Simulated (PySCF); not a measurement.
C2H8FNSi2, SMILES C=C[SiH2][Si@@H](F)N. The structure is a stationary point at PBE-D3(BJ)/def2-SVP. The structure was generated by enumeration; whether it is a known compound was not checked. Other conformers were not sampled.

Question: Give the equilibrium geometry at PBE-D3(BJ)/def2-SVP (PySCF confirms it by a frequency run) as a Z-matrix. (An estimate is asked for; the answer gives what the named calculation found.)

Answer: This is not unique; one that fits is 
```
Si
H 1 1.5092
H 1 1.5097 2 108.36
C 1 1.8788 2 110.75 3 -119.48
C 4 1.3483 1 124.00 2 127.16
H 5 1.1039 4 121.84 1 -1.60
H 5 1.1039 6 116.17 4 -179.95
H 4 1.1066 5 118.17 6 -179.80
Si 1 2.3514 2 108.09 3 117.12
F 9 1.6558 1 106.89 2 168.12
N 9 1.7280 10 114.22 1 -119.24
H 11 1.0225 9 120.38 10 71.61
H 11 1.0231 12 111.00 9 149.75
H 9 1.5024 10 105.67 11 -117.17
```
Charge 0, spin multiplicity 1.
